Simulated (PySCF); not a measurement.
C4H9FO2Si (charge -1 and doublet state).
Atom-mapped SMILES: `[CH3:1][O:2][Si@@H:3]([F:4])[CH-:5][CH:6][CH2:7][OH:8]` (hydrogens: H9, H10, H11 on C1; H12 on Si3; H13 on C5; H14 on C6; H15, H16 on C7; H17 on O8)

Cartesian coordinates in Å at the GFN2-xTB level; atoms count from 1:
```xyz
17
C4H9FO2Si angstrom
C      1.8878    1.6607    0.1030
O      0.8938    0.8212    0.5612
Si     0.9576   -0.8509    0.6079
F      1.8617   -1.2414    1.9424
C     -0.7339   -1.4575    0.8067
C     -1.8211   -1.2166   -0.0509
C     -1.7736   -0.1673   -1.0919
O     -1.6959    1.1899   -0.6007
H      2.4150    1.2323   -0.7593
H      1.4380    2.6122   -0.2010
H      2.6305    1.8566    0.8891
H      2.0555   -1.1342   -0.3904
H     -0.8519   -2.3151    1.4658
H     -2.7864   -1.6494    0.1785
H     -2.6703   -0.1841   -1.7234
H     -0.8850   -0.3179   -1.7400
H     -0.9288    1.1736   -0.0070
```

The hyperfine couplings belong to this conformer and change with its torsions.

Computed, not measured: UKS B3LYP, pcH-1 on C F H O Si, non-relativistic, mean-field spin-orbit, GIAO in PySCF 2.14.0. Whether the extra electron is bound in the gas phase wasn't checked; a finite basis holds it in any case. Couplings are sensitive to structure, and on GFN2-xTB geometries they can be far from those on DFT ones, by a factor of two or more for some ions and for spin on atoms past the first row. Stability of the SCF solution: not tested.

Principal values of hyperfine tensors in MHz (contact, dipolar and spin–orbit terms together), for some of the nuclei:

```csv
atom,isotope,A1,A2,A3
C6,13C,2.65,3.45,144.50
H12,1H,46.96,48.32,55.07
H14,1H,-58.87,-34.94,-12.65
F4,19F,17.33,18.59,56.43
H16,1H,19.39,20.75,30.11
C5,13C,3.85,7.73,55.43
C7,13C,-21.03,-18.54,-17.60
O2,17O,-19.83,-16.00,-15.35
```

(1) Give the isotropic coupling of each nucleus in MHz and in mT (g = 2.0026), and the anisotropic part.

(2) What spin density at the nucleus of C5 lies behind its contact coupling (g_N = 1.40482)?

(3) O8 (17O, g_N = -0.75752) isn't in the table. Its spin density at the nucleus is 0.05875 bohr⁻³. What is its contact coupling?

(4) Name the largest traceless tensor T of the table and describe it.

(5) What first-order splitting does H14 cause when the field lies along A1, A2 or A3 of its tensor (g taken as isotropic, no quadrupole term)?

## Answers

(1) a_iso = (A1 + A2 + A3)/3, Ti = Ai − a_iso; 1 mT corresponds to 28.029 MHz. The tensors hold a spin–orbit part: the run splits a_iso into a_FC + a_SO, and T includes its anisotropic share.

```
atom  a_iso (MHz)    a_FC   a_SO  a_iso (mT)      T1      T2     T3
  C6        50.20   50.26  -0.06       1.791  -47.55  -46.75  94.30
 H12        50.12   50.12   0.00       1.788   -3.16   -1.79   4.95
 H14       -35.49  -35.50   0.01      -1.266  -23.38    0.54  22.84
  F4        30.78   30.67   0.11       1.098  -13.45  -12.20  25.65
 H16        23.42   23.42   0.00       0.836   -4.03   -2.67   6.69
  C5        22.34   22.40  -0.06       0.797  -18.49  -14.61  33.09
  C7       -19.05  -19.05   0.00      -0.680   -1.97    0.52   1.46
  O2       -17.06  -17.05  -0.01      -0.609   -2.77    1.06   1.71
```

(2) a_FC = (2μ0/3) gₑ μB g_N μN ρ(0)/(2S·h) = 800.24 MHz × g_N × ρ(0)/(2S), with ρ in bohr⁻³. With a_FC = 22.40 MHz and 2S = 1, ρ(0) = 0.01992 bohr⁻³.

(3) By the same relation, a_FC = -35.6 MHz. Its full tensor has the principal values -50.08, -28.67, -28.11 MHz.

(4) C6: -47.5, -46.7, 94.3 MHz, axial, in the ratio −1:−1:+2, the form that spin in one p orbital centred on that nucleus gives.

(5) 2 lines (I = 1/2), spaced by |A_i|/(g × 13.996): 2.10, 1.25, 0.45 mT along the axes of A1, A2 and A3.
